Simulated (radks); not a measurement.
Results of a calculation; reference values are marked as such.
Co4+, 23 electrons, occupied as [Ar] 3d5.

Level of theory: scalar-relativistic Kohn-Sham, SCAN, spin-polarised, spherical densities, finite nucleus; open shells are filled with parallel spins first; meta-GGA in the generalised Kohn-Sham scheme; Fermi nuclear charge, rms radius 3.7875 fm (a radial shooting solver on a logarithmic mesh with Libxc functionals).

Energy parts (hartree):
| part | energy |
|---|---|
| total | -1389.58548 |
| kinetic | 1407.75366 |
| electron-nucleus | -3277.10964 |
| Hartree | 538.10933 |
| exchange-correlation | -58.33883 |

Orbitals (lengths in bohr, moments of r in powers of bohr; <r^-3> diverges for s and p1/2; r(90%) holds 90 % of the orbital's charge):
| orbital | occ. | eigenvalue (hartree) | <r^2> | <r^-3> | <r> | r(90%) |
|---|---|---|---|---|---|---|
| 1s up | 1 | -282.2455 | 0.004250 | - | 0.05621 | 0.100 |
| 1s down | 1 | -282.2457 | 0.004250 | - | 0.05621 | 0.100 |
| 2s up | 1 | -35.77615 | 0.07698 | - | 0.2553 | 0.396 |
| 2s down | 1 | -35.61376 | 0.07645 | - | 0.2545 | 0.394 |
| 2p up | 3 | -30.89696 | 0.06233 | 548.2 | 0.2252 | 0.369 |
| 2p down | 3 | -30.77655 | 0.06178 | 551.8 | 0.2243 | 0.367 |
| 3s up | 1 | -6.22990 | 0.6593 | - | 0.7576 | 1.13 |
| 3s down | 1 | -5.91066 | 0.6715 | - | 0.7642 | 1.14 |
| 3p up | 3 | -4.80099 | 0.7258 | 73.49 | 0.7881 | 1.20 |
| 3p down | 3 | -4.48559 | 0.7440 | 70.92 | 0.7974 | 1.22 |
| 3d up | 5 | -2.53481 | 0.9209 | 7.494 | 0.8649 | 1.42 |

The highest occupied level is 3d up at -68.976 eV. The spin density at the nucleus is -1.623 e/bohr^3 (1s -0.025, 2s -4.874, 3s 3.277). For comparison, the ionisation energy in NIST's Atomic Spectra Database is 79.5 eV (semi-empirical). In exact Kohn-Sham theory the highest level is minus the ionisation energy, but local and semilocal functionals leave it too shallow, through self-interaction and a potential that decays too fast; potentials with the right tail come closer. Spin moment in Bohr magnetons: 5. The electron density at the nucleus is 1.735e+04 e/bohr^3 (large components only).

Empty levels of this run are not shown, since the potential may be unsettled where no density lies.
